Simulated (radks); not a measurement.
Results of a calculation; reference values are marked as such.
Charge is removed step by step from the 5s down level of the thulium ion Tm+, starting from [Kr] 4d10 4f13 5s(up 1, down 1) 5p6 6s1. Level of theory: scalar-relativistic Kohn-Sham, PBE, spin-polarised, spherical densities, finite nucleus; open shells are filled with parallel spins first (spin-orbit coupling, left out, can overturn this in heavy ions); Fermi nuclear charge, rms radius 5.2256 fm (a radial shooting solver on a logarithmic mesh with Libxc functionals).

| removed (e) | E - E(0) (eV) | eigenvalue (eV) | E minus straight line (eV) |
|---|---|---|---|
| 0 | 0.000 | -59.800 | 0.000 |
| 0.125 | 7.569 | -61.410 | -0.731 |
| 0.25 | 15.341 | -63.047 | -1.259 |
| 0.375 | 23.319 | -64.710 | -1.581 |
| 0.5 | 31.507 | -66.395 | -1.693 |
| 0.625 | 39.906 | -68.101 | -1.594 |
| 0.75 | 48.520 | -69.826 | -1.280 |
| 0.875 | 57.350 | -71.569 | -0.749 |
| 1 | 66.400 | -73.329 | 0.000 |

Removing the whole electron costs 66.400 eV by Delta-SCF, against 59.800 eV from minus the eigenvalue at the starting occupation. Slater's transition state (half an electron removed) gives 66.395 eV. Integrating minus the eigenvalue over the occupation (Janak's theorem) gives 66.451 eV. In this scalar-relativistic scheme the density is built from large components alone, so the theorem holds only approximately. The mean slope of the eigenvalue, de/dn, is 13.5 eV per electron.
